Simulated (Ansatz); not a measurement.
Geometry optimisation, RKS PBE/def2-SVP in Ansatz 0.2.0.

The input (input.yaml):

```yaml
crystal:
  periodic: [false, false, false]
  atoms:
    - { symbol: Zn, position_ang: [0.0, 0.0, 0.0] }
    - { symbol: Cl, position_ang: [0.0, 0.0, 2.59] }
    - { symbol: Cl, position_ang: [0.0, 0.0, -2.24] }
    - { symbol: "N", position_ang: [-2.1162, 0.0, 0.7032] }
    - { symbol: H, position_ang: [-2.8363, -0.6071, 0.2169] }
    - { symbol: H, position_ang: [-2.4021, 0.6071, 1.5237] }
    - { symbol: H, position_ang: [-1.4703, 0.0, 1.8808] }
basis:
  gaussian: { orbitals: def2-SVP }
hamiltonian:
  xc: pbe
relax:
  f_tol: 0.15
  max_steps: 25
  restrain:
    - { distance: [0, 3], at: 3.13, k: 30.0 }
    - { distance: [6, 1], at: 2.57, k: 30.0 }
    - { distance: [0, 1], at: 2.24, k: 30.0 }
    - { distance: [6, 3], at: 1.06, k: 30.0 }
output:
  orbitals: {}
```

Launched with:

```bash
$ ansatz run input.yaml --threads 2 --pin off --max-ram 3072MiB --backend cpu --events-out ev --progress --plain --runs-dir out
```

Problem. Where does it end, and by what steps?

Solution. The forces met the threshold. The restraints hold the end off the free minimum; the threshold counts their pulls, which the force column leaves out. Restrained pairs: Zn1–N4 (2.23 → 3.11 Å), Cl2–H7 (1.63 → 2.58 Å), Zn1–Cl2 (2.59 → 2.21 Å), N4–H7 (1.34 → 1.05 Å). After 8 steps the energy has fallen by 2.551 eV (the restraints' own energy left out); Cl2 moved furthest, 0.82 Å.

| step | energy less start (eV) | largest force component (eV/Å) | accepted |
| --- | --- | --- | --- |
| 0 | 0.0000 | 2.633 | yes |
| 1 | 0.0766 | 4.242 | yes |
| 2 | -0.3586 | 3.997 | yes |
| 3 | -1.2346 | 3.496 | yes |
| 4 | -1.9192 | 5.773 | yes |
| 5 | -2.2868 | 1.701 | yes |
| 6 | -2.4621 | 1.144 | yes |
| 7 | -2.5265 | 0.944 | yes |
| 8 | -2.5513 | 1.078 | yes |

```xyz
7
Properties=species:S:1:pos:R:3
Zn 0.433 0.062 -0.089
Cl 0.636 -0.151 2.102
Cl 0.699 0.120 -2.181
N -2.491 0.010 0.967
H -3.241 -0.690 0.869
H -2.942 0.904 1.205
H -1.920 -0.256 1.802
```

Time of the run: 21 s on 2 threads of Arm Neoverse V1, on a shared host, peak memory 0.14 GiB.
